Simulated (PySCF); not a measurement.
boric acid (H3BO3), singlet, geometry from GFN2-xTB; B3LYP/pcseg-1 in PySCF.

The PySCF input:
```python
from pyscf import gto, scf, dft

mol = gto.Mole()
mol.atom = '''
    O    -1.14257544   -0.76938954   -0.03182750
    B    -0.00770897   -0.03931797   -0.00346985
    O    -0.11414081    1.32224772    0.13027114
    O     1.17041255   -0.70476858   -0.10979414
    H    -1.93446708   -0.23864193    0.04760011
    H     0.69661442    1.82756308    0.14897985
    H     1.96682712   -0.17704808   -0.08842676
'''
mol.basis = 'pcseg-1'
mol.verbose = 4
mol.build()

mf = dft.RKS(mol)
mf.xc = 'b3lyp'
mf.kernel()
```

It wrote (shortened):

```
PySCF version 2.14.0

[INPUT] verbose = 4
[INPUT] num. atoms = 7
[INPUT] num. electrons = 32
[INPUT] charge = 0
[INPUT] spin (= nelec alpha-beta = 2S) = 0
[INPUT] symmetry False subgroup None
[INPUT] Mole.unit = angstrom
[INPUT] Symbol           X                Y                Z      unit          X                Y                Z       unit  Magmom
[INPUT]  1 O     -1.142575440000  -0.769389540000  -0.031827500000 AA   -2.159154658254  -1.453935513705  -0.060145258230 Bohr   0.0
[INPUT]  2 B     -0.007708970000  -0.039317970000  -0.003469850000 AA   -0.014567842002  -0.074300195074  -0.006557066193 Bohr   0.0
[INPUT]  3 O     -0.114140810000   1.322247720000   0.130271140000 AA   -0.215694870536   2.498686059631   0.246176776535 Bohr   0.0
[INPUT]  4 O      1.170412550000  -0.704768580000  -0.109794140000 AA    2.211759172254  -1.331819597399  -0.207480854682 Bohr   0.0
[INPUT]  5 H     -1.934467080000  -0.238641930000   0.047600110000 AA   -3.655612978187  -0.450967889538   0.089951171399 Bohr   0.0
[INPUT]  6 H      0.696614420000   1.827563080000   0.148979850000 AA    1.316410468223   3.453593696567   0.281531114579 Bohr   0.0
[INPUT]  7 H      1.966827120000  -0.177048080000  -0.088426760000 AA    3.716764591167  -0.334572382080  -0.167102358483 Bohr   0.0

nuclear repulsion = 116.75040021573
number of shells = 18
number of NR pGTOs = 121
number of NR cGTOs = 71
basis = pcseg-1
ecp = {}

******** <class 'pyscf.dft.rks.RKS'> ********
method = RKS
initial guess = minao
damping factor = 0
level_shift factor = 0
DIIS = <class 'pyscf.scf.diis.CDIIS'>
diis_start_cycle = 1
diis_space = 8
diis_damp = 0
SCF conv_tol = 1e-09
SCF conv_tol_grad = None
SCF max_cycles = 50
direct_scf = True
direct_scf_tol = 1e-13
XC library pyscf.dft.libxc version 7.1.2
    S. Lehtola, C. Steigemann, M. J. T. Oliveira, and M. A. L. Marques,  SoftwareX 7, 1–5 (2018)
XC functionals = b3lyp
    P. J. Stephens, F. J. Devlin, C. F. Chabalowski, and M. J. Frisch,  J. Phys. Chem. 98, 11623 (1994)
radial grids:
    Treutler-Ahlrichs [JCP 102, 346 (1995); DOI:10.1063/1.469408] (M4) radial grids

becke partition: Becke, JCP 88, 2547 (1988); DOI:10.1063/1.454033
pruning grids: <function nwchem_prune>
grids dens level: 3
symmetrized grids: False
atomic radii adjust function: <function treutler_atomic_radii_adjust>
small_rho_cutoff = 0
Set gradient conv threshold to 3.16228e-05
Initial guess from minao.
tot grids = 85720
init E= -252.895946745123
  HOMO = -0.439859022552361  LUMO = -0.0280316859659822  gap/eV = 11.20639
cycle= 1 E= -252.256029338824  delta_E= 0.64  |g|= 1.02  |ddm|= 2.52
  HOMO = -0.174679031893128  LUMO = 0.0240597506615359  gap/eV = 5.40796
cycle= 2 E= -252.069765507782  delta_E= 0.186  |g|= 1.44  |ddm|= 1.47
  HOMO = -0.326775911857722  LUMO = 0.0018828926230352  gap/eV = 8.94326
cycle= 3 E= -252.443422660724  delta_E= -0.374  |g|= 0.0507  |ddm|= 0.877
  HOMO = -0.321324674395463  LUMO = 0.00473950477955398  gap/eV = 8.87266
cycle= 4 E= -252.443715626106  delta_E= -0.000293  |g|= 0.0335  |ddm|= 0.0497
  HOMO = -0.322892327889391  LUMO = 0.00553331538814028  gap/eV = 8.93692
cycle= 5 E= -252.443904675028  delta_E= -0.000189  |g|= 0.00873  |ddm|= 0.0235
  HOMO = -0.322100644360356  LUMO = 0.00530441811713622  gap/eV = 8.90915
cycle= 6 E= -252.443918497619  delta_E= -1.38e-05  |g|= 0.00137  |ddm|= 0.00626
  HOMO = -0.322285198850781  LUMO = 0.00525840467857464  gap/eV = 8.91292
cycle= 7 E= -252.443918876437  delta_E= -3.79e-07  |g|= 0.000336  |ddm|= 0.00123
  HOMO = -0.32231372686104  LUMO = 0.00526648581602496  gap/eV = 8.91391
cycle= 8 E= -252.443918888306  delta_E= -1.19e-08  |g|= 0.000228  |ddm|= 0.000305
  HOMO = -0.322305903341217  LUMO = 0.00526591014330169  gap/eV = 8.91368
cycle= 9 E= -252.443918897638  delta_E= -9.33e-09  |g|= 9.37e-06  |ddm|= 0.000135
  HOMO = -0.322306627616322  LUMO = 0.00526529184728286  gap/eV = 8.91369
cycle= 10 E= -252.443918897657  delta_E= -1.92e-11  |g|= 1.32e-06  |ddm|= 7.82e-06
  HOMO = -0.322306450760079  LUMO = 0.00526529862851577  gap/eV = 8.91368
Extra cycle  E= -252.443918897656  delta_E= 3.41e-13  |g|= 6.89e-07  |ddm|= 1.64e-06
converged SCF energy = -252.443918897656
```
